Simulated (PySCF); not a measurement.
Species: C₂H₁₂BN₃Si₂.
Geometry (PBE0-D3(BJ)/def2-SVP, Å), atoms numbered from 1 in this order:
```
atom  x, y, z in Å
Si1   -1.952    1.753   -0.270
N2    -1.302    0.132   -0.184
Si3   -2.271   -1.315   -0.028
B4     0.143   -0.019   -0.213
N5     1.082    0.967   -0.648
C6     2.402    0.369   -0.712
C7     2.292   -0.848    0.218
N8     0.879   -1.177    0.190
H9    -1.406    2.484   -1.457
H10   -1.623    2.559    0.946
H11   -3.436    1.669   -0.405
H12   -2.173   -2.192   -1.234
H13   -1.835   -2.124    1.155
H14   -3.697   -0.920    0.170
H15    0.877    1.722   -1.287
H16    3.203    1.054   -0.387
H17    2.650    0.040   -1.740
H18    2.625   -0.574    1.239
H19    2.937   -1.676   -0.122
H20    0.548   -1.867    0.850
```

Computed with PySCF at PBE0/pcSseg-1 and PBE0/def2-SVPD, non-relativistic, on one gas-phase PBE0-D3(BJ)/def2-SVP geometry that isn't relaxed in the solvent. The solvent is an IEF-PCM continuum (van der Waals radii × 1.2). The model holds no explicit solvent molecules, cavitation or dispersion.

Gas phase at PBE0/pcSseg-1: HOMO -6.36 eV, LUMO 0.35 eV, dipole 1.40 D.

**Question.** What does the continuum do to the energy, the frontier levels and the dipole at PBE0/pcSseg-1 in acetone and acetonitrile?

**Answer.** 
```tsv
solvent	ε	E(solvent) − E(gas) (kcal/mol)	polarisation term (kcal/mol)	distortion of the solute (kcal/mol)	HOMO (eV)	LUMO (eV)	dipole (D)
acetone	20.49	-3.17	-3.47	0.30	-6.29	0.37	1.67
acetonitrile	35.69	-3.30	-3.63	0.33	-6.30	0.37	1.68
```

Polarisation term: ½ Σ q·V over the induced surface charges. Distortion: the rise of the solute's own energy as its density leaves the gas-phase optimum. From acetone to acetonitrile the lowering changes by a factor 1.04, Onsager's factor (ε − 1)/(2ε + 1) by 1.03 and ε itself by 1.7.

**Question.** Which radius a makes the point-dipole formula ΔE = −[(ε − 1)/(2ε + 1)]·μ²/a³ give the value in acetonitrile, with the gas-phase dipole?

**Answer.** μ = 0.551 au and |ΔE| = 0.00526 Eh give a = 1.60 Å; the farthest nucleus lies 3.82 Å from the centroid of the nuclei, so such a sphere wouldn't even hold the nuclei. The formula assumes a rigid point dipole at the centre of a sphere.

**Question.** Give the dipole vector in the frame of the coordinates (D, pointing from negative to positive charge), gas and acetonitrile.

**Answer.** Gas (1.40, -0.11, 0.00), solvent (1.67, -0.13, 0.00). Its length changes by +20 % and its direction by less than 1°.

**Question.** Which Hirshfeld charges (PBE0/pcSseg-1) respond most in acetone (means over atoms taken as equivalent)?

**Answer.** 
```json
{"atoms": "B4", "environment": "three-coordinate boron", "gas (e)": "+0.181", "solvent (e)": "+0.172", "change": "-0.009"}
{"atoms": "H15/H20", "environment": "N–H hydrogen", "gas (e)": "+0.115", "solvent (e)": "+0.122", "change": "+0.007"}
{"atoms": "N5/N8", "environment": "boron-bound nitrogen", "gas (e)": "-0.208", "solvent (e)": "-0.213", "change": "-0.005"}
{"atoms": "H16/H17/H18/H19", "environment": "methylene hydrogen", "gas (e)": "+0.036", "solvent (e)": "+0.039", "change": "+0.003"}
{"atoms": "N2", "environment": "nitrogen bridging silicon atoms", "gas (e)": "-0.312", "solvent (e)": "-0.314", "change": "-0.002"}
{"atoms": "Si1/Si3", "environment": "SiH3 silicon", "gas (e)": "+0.346", "solvent (e)": "+0.346", "change": "0.000"}
{"atoms": "C6/C7", "environment": "sp3 carbon bound to nitrogen", "gas (e)": "-0.019", "solvent (e)": "-0.020", "change": "-0.001"}
{"atoms": "H9 (×6)", "environment": "Si–H hydrogen", "gas (e)": "-0.080", "solvent (e)": "-0.081", "change": "-0.001"}
```

**Question.** How do the nuclear quadrupole coupling constants eQVzz/h respond in acetone?

**Answer.** 
| nucleus | Q (barn) | gas (MHz) | solvent (MHz) | η gas | η solvent |
| --- | --- | --- | --- | --- | --- |
| 14N at N2 | 0.02044 | -2.49 | -2.47 | 0.27 | 0.28 |
| 11B at B4 | 0.04059 | 2.75 | 2.75 | 0.06 | 0.07 |
| 14N at N5 | 0.02044 | -4.49 | -4.31 | 0.51 | 0.52 |
| 14N at N8 | 0.02044 | -4.49 | -4.31 | 0.51 | 0.52 |

Gas phase at PBE0/def2-SVPD: HOMO -6.44 eV, LUMO 0.09 eV, dipole 1.30 D.

**Question.** What does the continuum do to the energy, the frontier levels and the dipole at PBE0/def2-SVPD in acetone?

**Answer.** 
```csv
solvent,ε,E(solvent) − E(gas) (kcal/mol),polarisation term (kcal/mol),distortion of the solute (kcal/mol),HOMO (eV),LUMO (eV),dipole (D)
acetone,20.49,-3.01,-3.37,0.36,-6.35,0.12,1.61
```

**Question.** How does the static polarisability (PBE0/def2-SVPD, frozen core, with the continuum's full static response) change?

**Answer.** 
| medium | isotropic (au) | principal values (au) | ⟨r²⟩ of the electrons (bohr²) |
| --- | --- | --- | --- |
| gas | 111.8 | 91.2, 114.7, 129.6 | 1657.4 |
| acetone | 149.6 | 129.4, 153.9, 165.4 | 1656.4 |

The isotropic value in acetone is 1.34 times the gas-phase one; no cavity-field correction is applied. ⟨r²⟩ is taken about the centre of nuclear charge.
